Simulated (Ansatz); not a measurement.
Reaction (cleavage of the Si–B bond): `B[SiH2]O` + `N[Si](O)(Cl)Cl` → `O[SiH2]N[Si](O)(Cl)Cl` + BH₃

Isolated molecules relaxed with PBE0-D4/def2-TZVP in Ansatz; ΔE leaves out vibrations. CCSD(T)/CBS is the MP2 limit (def2-TZVPP, def2-QZVPP) plus CCSD(T) − MP2 in def2-TZVPP, frozen cores. This one scheme is used for every species. DFT in def2-TZVPP. Each species was taken in one conformer, which may not be the lowest.

```tsv
level	ΔE (eV)
ωB97X-V	-1.02
B2PLYP	-1.04
r2SCAN	-0.97
MP2/def2-TZVPP	-1.17
```

Problem. What does CCSD(T)/CBS give? (An estimate is asked.)

Solution. The calculation gave: -1.06 eV. The listed levels differ from it by 0.04, 0.02, 0.09, -0.11 eV.

Largest T1 diagnostic among the species: 0.012.

From PBE to PBE0 (25 % exact exchange), in def2-TZVPP and without D4, ΔE moves by −0.08 eV. The D4 term adds −0.13 eV with B3LYP and −0.07 eV with PBE0; it sums over pairs of atoms, weighted by their polarisabilities, and B3LYP, whose exchange is more repulsive, gets the larger term.

B3LYP here is the variant with VWN-RPA as its local correlation; programs differ in this.
